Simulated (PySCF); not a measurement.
PySCF input for C3H6BFN2, SMILES NCC#CB(N)F, ωB97X-D3(BJ)/def2-SVP. Coordinates come from a ωB97X-D3(BJ)/def2-SVP optimisation. The structure was generated by enumeration, and PubChem lists no compound with its InChIKey, so it may never have been made. One conformer was computed; it need not be the lowest.

```python
import numpy as np
from pyscf import gto, scf, dft, df
from pyscf.hessian import thermo

mol = gto.M(
    atom='''
    N    -3.16167971   -0.66780884    0.06459577
    C    -2.06292759   -1.02862170    0.95299413
    C    -0.77963263   -0.49571871    0.46982157
    C     0.26817166   -0.01513570    0.08580367
    B     1.61089083    0.57234553   -0.40485237
    N     2.83779765   -0.01126198   -0.06749747
    F     1.60945199    1.67686508   -1.17469085
    H    -3.24271458    0.34624174    0.00579044
    H    -4.04040920   -1.01485190    0.44487033
    H    -1.98813596   -2.12886286    0.99497868
    H    -2.18285797   -0.68817574    2.00363344
    H     2.90637569   -0.84410520    0.50112192
    H     3.72172557    0.36659317   -0.38531956
    ''',
    basis='def2-SVP',
    charge=0,
    spin=0,
    max_memory=1600,
    verbose=3,
)
mf = dft.RKS(mol, xc='wb97x-d3bj').density_fit(auxbasis='def2-universal-jkfit')
mf.grids.level = 3
mf.conv_tol = 1e-11
mf.max_cycle = 100
mf.kernel()

# [left out here: the lines that compute and print the analytic Hessian (its translational invariance restored by hand, since the grid's response is missing), thermochemistry and intensities]
```

Output:

```
converged SCF energy = -352.032742224172

WARN: DFTD3 does not support analytical Hessian, using finite difference


WARN: Mole.unit (angstrom) is changed to Bohr

Mode                                 0                   1                   2
Irrep
Freq [cm^-1]                       22.0251             79.8888            125.4900
Reduced mass [au]                   2.9833              4.9328              3.4159
Force const [Dyne/A]                0.0009              0.0185              0.0317
Char temp [K]                      31.6892            114.9422            180.5522
Normal mode                   x     y     z       x     y     z       x     y     z
       0   N                -0.02  0.11  0.07    0.06  0.08 -0.08   -0.03 -0.01  0.04
       1   C                 0.01 -0.08 -0.06   -0.03  0.02  0.00   -0.01  0.07  0.04
       2   C                 0.01 -0.05 -0.04    0.03 -0.05  0.07   -0.00 -0.06 -0.09
       3   C                 0.01 -0.03 -0.02    0.04 -0.08  0.08    0.01 -0.12 -0.13
       4   B                 0.00  0.00  0.00   -0.00 -0.03  0.02    0.01 -0.03 -0.02
       5   N                 0.01  0.07  0.09    0.05  0.05 -0.05    0.03  0.05  0.03
       6   F                -0.01 -0.04 -0.05   -0.11 -0.03  0.01   -0.01  0.02  0.05
       7   H                 0.01  0.13  0.25    0.14  0.08 -0.12    0.04 -0.02 -0.15
       8   H                -0.02  0.09  0.07    0.01  0.16 -0.13   -0.04  0.12  0.15
       9   H                -0.03 -0.09 -0.25   -0.09  0.02  0.02   -0.07  0.08  0.22
      10   H                 0.09 -0.26  0.01   -0.08  0.04 -0.01    0.06  0.25 -0.01
      11   H                 0.02  0.10  0.13    0.13  0.05 -0.05    0.05  0.02 -0.01
      12   H                 0.01  0.09  0.10    0.01  0.09 -0.11    0.03  0.14  0.13
Mode                                 3                   4                   5
Irrep
Freq [cm^-1]                      195.0296            262.8595            355.7377
Reduced mass [au]                   2.3822              1.4903              4.5922
Force const [Dyne/A]                0.0534              0.0607              0.3424
Char temp [K]                     280.6042            378.1963            511.8274
Normal mode                   x     y     z       x     y     z       x     y     z
       0   N                 0.10  0.03 -0.02   -0.07 -0.05  0.03   -0.04  0.00 -0.01
       1   C                 0.03 -0.04  0.04   -0.00 -0.03 -0.04   -0.08 -0.04  0.04
       2   C                 0.03 -0.07  0.04   -0.03  0.03 -0.05   -0.02 -0.09  0.07
       3   C                -0.05  0.02 -0.05    0.01  0.05  0.07   -0.06 -0.02  0.01
       4   B                -0.05  0.03 -0.03    0.02  0.01  0.04   -0.03  0.01 -0.00
       5   N                -0.10 -0.03  0.04    0.04  0.01 -0.02    0.02  0.08 -0.06
       6   F                 0.02  0.04 -0.02    0.00 -0.02 -0.00    0.14  0.01 -0.01
       7   H                 0.36  0.04 -0.23    0.28 -0.04 -0.40   -0.02  0.01  0.01
       8   H                 0.01  0.33  0.06   -0.11  0.45  0.40   -0.06  0.01 -0.07
       9   H                -0.03 -0.05  0.06    0.04 -0.03 -0.05   -0.14 -0.04  0.06
      10   H                 0.01 -0.01  0.03    0.04 -0.04 -0.04   -0.11 -0.01  0.03
      11   H                -0.20 -0.04  0.04    0.09  0.02 -0.01    0.19  0.08 -0.07
      12   H                -0.05 -0.09  0.10    0.01 -0.00 -0.12   -0.06  0.21 -0.14
Mode                                 6                   7                   8
Irrep
Freq [cm^-1]                      374.9838            464.0033            478.5055
Reduced mass [au]                   3.3396              2.9695              1.4654
Force const [Dyne/A]                0.2767              0.3767              0.1977
Char temp [K]                     539.5182            667.5974            688.4629
Normal mode                   x     y     z       x     y     z       x     y     z
       0   N                -0.03  0.01  0.01    0.08  0.02  0.01    0.03  0.01  0.00
       1   C                -0.00  0.04 -0.02    0.03 -0.01  0.03    0.01 -0.00  0.01
       2   C                 0.05 -0.16 -0.10   -0.04 -0.01 -0.08   -0.01 -0.03 -0.05
       3   C                 0.04  0.04  0.10   -0.09  0.10 -0.06   -0.04  0.08  0.01
       4   B                 0.00  0.07  0.05   -0.02 -0.03  0.07   -0.01 -0.03  0.01
       5   N                -0.03 -0.02  0.01    0.03  0.04  0.02    0.00 -0.05 -0.09
       6   F                 0.00  0.02 -0.03   -0.02 -0.07  0.04   -0.01 -0.02  0.03
       7   H                -0.12  0.01  0.07    0.07  0.02  0.06    0.02  0.01  0.03
       8   H                 0.01 -0.09 -0.00    0.05 -0.04 -0.11    0.02 -0.02 -0.04
       9   H                -0.16  0.03  0.19    0.01 -0.01  0.08   -0.02  0.00  0.06
      10   H                 0.11  0.25 -0.07    0.08  0.06  0.02    0.06  0.06 -0.01
      11   H                -0.11 -0.03  0.00    0.19 -0.12 -0.23    0.12  0.36  0.50
[...]
       1   C                -0.01 -0.01  0.00    0.16  0.05 -0.01    0.00 -0.04  0.06
       2   C                -0.01 -0.01  0.01   -0.02 -0.00 -0.00    0.00 -0.00  0.00
       3   C                -0.01  0.01 -0.01   -0.04 -0.02  0.01    0.00  0.00 -0.00
       4   B                 0.14 -0.15  0.10    0.04 -0.00 -0.00    0.00 -0.00  0.00
       5   N                -0.05  0.03 -0.02   -0.01  0.00 -0.00   -0.00 -0.00  0.00
       6   F                -0.01  0.05 -0.03   -0.00  0.00 -0.00   -0.00 -0.00 -0.00
       7   H                -0.03  0.00 -0.02    0.19 -0.01  0.12   -0.01 -0.01  0.00
       8   H                 0.03 -0.02  0.03   -0.18  0.08 -0.22   -0.02  0.02 -0.02
       9   H                 0.08 -0.00  0.02   -0.50  0.01 -0.09    0.04 -0.05 -0.67
      10   H                 0.07  0.01  0.01   -0.41 -0.07 -0.05   -0.05  0.65 -0.19
      11   H                -0.42  0.03  0.01   -0.06  0.00  0.00   -0.00 -0.00 -0.00
      12   H                -0.20  0.24 -0.15   -0.04  0.05 -0.03   -0.00  0.00 -0.00
Mode                                24                  25                  26
Irrep
Freq [cm^-1]                     1604.1475           1642.0582           2367.3556
Reduced mass [au]                   1.5954              1.0961             11.9587
Force const [Dyne/A]                2.4188              1.7414             39.4875
Char temp [K]                    2308.0111           2362.5561           3406.0977
Normal mode                   x     y     z       x     y     z       x     y     z
       0   N                 0.00 -0.00  0.00    0.07 -0.03  0.02    0.00 -0.00  0.00
       1   C                -0.00 -0.00  0.00    0.00 -0.01 -0.02    0.03  0.01 -0.01
       2   C                 0.01  0.01 -0.00    0.00 -0.00  0.00   -0.18 -0.08  0.06
       3   C                 0.01 -0.00  0.00   -0.00 -0.00  0.00    0.17  0.08 -0.06
       4   B                -0.10  0.06 -0.04    0.00 -0.00  0.00   -0.02 -0.01  0.01
       5   N                 0.11 -0.05  0.03   -0.00  0.00 -0.00    0.00 -0.00  0.00
       6   F                 0.00 -0.01  0.01   -0.00  0.00 -0.00   -0.00 -0.00  0.00
       7   H                -0.01 -0.00  0.00   -0.67 -0.07  0.04   -0.00  0.00  0.00
       8   H                -0.00  0.01 -0.00   -0.28  0.58 -0.16   -0.00  0.00 -0.00
       9   H                -0.00 -0.00  0.00    0.03 -0.00  0.05    0.01  0.01 -0.01
      10   H                -0.01 -0.00  0.00   -0.04 -0.00 -0.03   -0.00  0.01 -0.01
      11   H                -0.53 -0.07  0.08    0.01  0.00 -0.00   -0.00 -0.00  0.00
      12   H                -0.20  0.42 -0.28    0.00 -0.01  0.00    0.00 -0.00  0.00
Mode                                27                  28                  29
Irrep
Freq [cm^-1]                     2997.0465           3099.5924           3551.2584
Reduced mass [au]                   1.0721              1.0927              1.0515
Force const [Dyne/A]                5.6737              6.1852              7.8128
Char temp [K]                    4312.0827           4459.6233           5109.4701
Normal mode                   x     y     z       x     y     z       x     y     z
       0   N                -0.00  0.00 -0.00    0.00 -0.00  0.00    0.05 -0.03 -0.01
       1   C                 0.01 -0.01 -0.07   -0.01  0.08  0.01   -0.00 -0.00 -0.00
       2   C                 0.00 -0.00 -0.00    0.00  0.00  0.00    0.00  0.00  0.00
       3   C                -0.00 -0.00  0.00   -0.00 -0.00  0.00   -0.00 -0.00  0.00
       4   B                -0.00 -0.00 -0.00   -0.00  0.00  0.00   -0.00  0.00 -0.00
       5   N                 0.00  0.00 -0.00    0.00 -0.00 -0.00    0.00  0.00 -0.00
       6   F                 0.00  0.00 -0.00    0.00  0.00 -0.00    0.00 -0.00 -0.00
       7   H                -0.00 -0.00  0.00    0.00  0.01  0.00   -0.04  0.70 -0.06
       8   H                 0.00  0.01 -0.00   -0.00  0.00 -0.00   -0.58 -0.25  0.24
       9   H                 0.02 -0.20 -0.01    0.06 -0.93  0.03    0.00  0.01  0.00
      10   H                -0.12  0.30  0.88    0.03 -0.05 -0.17   -0.00  0.00  0.01
      11   H                -0.00 -0.00  0.00   -0.00 -0.00  0.00   -0.00 -0.00  0.00
      12   H                 0.00  0.00 -0.00    0.00  0.00 -0.00    0.00  0.00 -0.00
Mode                                30                  31                  32
Irrep
Freq [cm^-1]                     3636.7885           3648.1943           3761.4230
Reduced mass [au]                   1.0939              1.0508              1.0997
Force const [Dyne/A]                8.5244              8.2403              9.1674
Char temp [K]                    5232.5289           5248.9394           5411.8502
Normal mode                   x     y     z       x     y     z       x     y     z
       0   N                -0.04 -0.06  0.02   -0.00 -0.00  0.00    0.00 -0.00  0.00
       1   C                -0.00 -0.00  0.00   -0.00 -0.00 -0.00    0.00  0.00 -0.00
       2   C                 0.00  0.00  0.00   -0.00 -0.00  0.00   -0.00  0.00 -0.00
       3   C                 0.00  0.00 -0.00    0.00  0.00 -0.00    0.00  0.00 -0.00
       4   B                 0.00  0.00 -0.00    0.00 -0.00  0.00   -0.00 -0.00  0.00
       5   N                 0.00 -0.00  0.00   -0.05  0.02 -0.01   -0.03 -0.06  0.04
       6   F                -0.00 -0.00  0.00    0.00 -0.00  0.00   -0.00  0.00 -0.00
       7   H                -0.06  0.65 -0.04   -0.00  0.00 -0.00    0.00  0.00 -0.00
       8   H                 0.60  0.24 -0.26    0.00  0.00 -0.00   -0.00 -0.00  0.00
       9   H                -0.00  0.01 -0.00    0.00  0.00  0.00   -0.00 -0.00  0.00
      10   H                 0.00  0.00 -0.00    0.00  0.00 -0.00   -0.00  0.00  0.00
      11   H                -0.00  0.00 -0.00    0.03 -0.51  0.35   -0.06  0.61 -0.41
      12   H                -0.00 -0.00  0.00    0.65  0.28 -0.24    0.53  0.22 -0.19
temperature 298.1500 [K]
pressure 101325.00 [Pa]
Rotational constants [GHz] 7.09487 0.98638 0.87735
Symmetry number 1
Zero-point energy (ZPE) 0.10060 [Eh]   264112.897 [J/mol]
                           tot       elec      trans        rot        vib
Entropy [J/mol/K]       382.083      0.000    166.168    118.618     97.297
Cv [J/mol/K]            117.574      0.000     12.472     12.472     92.631
Cp [J/mol/K]            125.889      0.000     20.786     12.472     92.631
Internal energy [J/mol]                      3718.434   3718.434 278457.567
Internal energy [Eh]   -351.92385  -352.03274
Enthalpy [J/mol]                             6197.391   3718.434 278457.567
Enthalpy [Eh]          -351.92291
Gibbs free energy [J/mol]                  -43345.605 -31647.400 249448.493
Gibbs free energy [Eh] -351.96630
mode   freq/cm-1   IR/(km/mol)
   1       22.03         3.827
   2       79.89         4.937
   3      125.49        11.626
   4      195.03         6.420
   5      262.86        42.643
   6      355.74         5.437
   7      374.98         3.064
   8      464.00        37.255
   9      478.51       140.828
  10      577.92         3.651
  11      586.33         8.589
  12      647.62         4.464
  13      664.98        59.772
  14      830.56       138.841
  15      890.98         4.296
  16      977.59         4.273
  17     1018.36        24.293
  18     1129.07        14.636
  19     1190.31         4.745
  20     1306.31        13.329
  21     1342.52       411.127
  22     1410.14       150.261
  23     1434.18        97.807
  24     1482.98         1.864
  25     1604.15       300.478
  26     1642.06        22.191
  27     2367.36        98.317
  28     2997.05        52.152
  29     3099.59        14.885
  30     3551.26         1.703
  31     3636.79         3.675
  32     3648.19        72.307
  33     3761.42        45.937
max |gradient| / (hartree/bohr): 0.0003656687923092639
APT charges: [-0.4742  0.4681 -0.0182 -0.556   1.4758 -0.8516 -0.6464  0.151   0.1352
 -0.0346 -0.0975  0.2215  0.2269]
```

Self-consistency was reached.
